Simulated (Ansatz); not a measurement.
System: sum formula SiClF$_{2}$, net charge -1, singlet state. 
Structure (B3LYP-D3(BJ)/def2-TZVP (Ansatz, a quantum-chemistry and plane-wave program) minimum search):
```xyz
4

Si    -0.3994     0.2075     0.7003
F     -1.5851    -0.5737    -0.1730
F     -0.4185     1.6340    -0.1619
Cl     1.3897    -0.7323    -0.3994
```
Charge -1, spin multiplicity 1.

Basis-set convergence of Hartree-Fock and CCSD correlation energies (hartree) with Ansatz. Cores are frozen in the correlated levels unless marked. Spin-orbit coupling is left out. No relativistic terms.

```json
[
 {"basis": "aug-cc-pV(D+d)Z", "functions": "110", "E(HF)": "-947.55279", "E(corr, CCSD)": "-0.68718"},
 {"basis": "aug-cc-pV(T+d)Z", "functions": "202", "E(HF)": "?", "E(corr, CCSD)": "?"}
]
```

Q: Some entries are withheld; supply them.

A: 
- aug-cc-pV(T+d)Z, E(HF): -947.63310
- aug-cc-pV(T+d)Z, E(corr, CCSD): -0.85543
